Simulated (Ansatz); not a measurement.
# Match the barriers

Saddle point of BH₅ClOF, singlet (BH₂Cl ([BH2][Cl]) + H₂O + HF → BH₃O ([BH2][OH]) + HCl + HF; bonds formed: Cl2–H7, H5–F8; dative contacts that become bonds: B1–O6; bonds broken: B1–Cl2, H5–O6, H7–F8), PBE0-D4/def2-TZVP structure:

```csv
atom,x (Å),y (Å),z (Å)
B1,-0.8203,-0.1407,-0.6383
Cl2,1.2422,-0.2185,-1.3177
H3,-1.2725,-1.1268,-1.1362
H4,-1.1051,0.9497,-1.0233
H5,0.3709,0.4489,1.1351
O6,-0.6647,-0.1951,0.8098
H7,1.5362,0.4675,-0.0852
F8,1.3559,0.9111,1.1110
H9,-0.6425,-1.0962,1.1445
```

Program: Ansatz 0.2.0. Basis: def2-TZVPP, with def2-QZVPP for the basis limit. Cores are frozen in the correlated methods. B3LYP uses VWN-RPA correlation. Extrapolation: Hartree–Fock as exp(−7.88 √X), correlation as X^−2.97. Four methods, as single points on the PBE0-D4 structures, gave these electronic barriers from the start structure: 0.357, 0.479, 0.568, 0.920 eV.

(1) The methods were, in alphabetical order, B3LYP-D4, HF, MP2, PBE-D4. Which gave which? (A judgement: the text doesn't fix the answer.)

No T1 diagnostic of these runs exceeds 0.011.

Results:

(1) Computed: PBE-D4 0.357; B3LYP-D4 0.479; MP2 0.568; HF 0.920 eV. For comparison, CCSD(T) at an estimated basis limit (MP2 extrapolated from triple and quadruple zeta, plus CCSD(T) − MP2 in triple zeta) gives 0.626 eV.

Labels in which every atom is bracketed show which atoms are joined, not bond orders.

For scale, one of the runs: CCSD(T)/def2-TZVPP, 205 basis functions (an equivalent command: `ansatz run in.yaml --threads 4`). Time: 33 s of wall clock on 4 CPU threads; the host was shared. Peak host memory: 2.8 GiB.
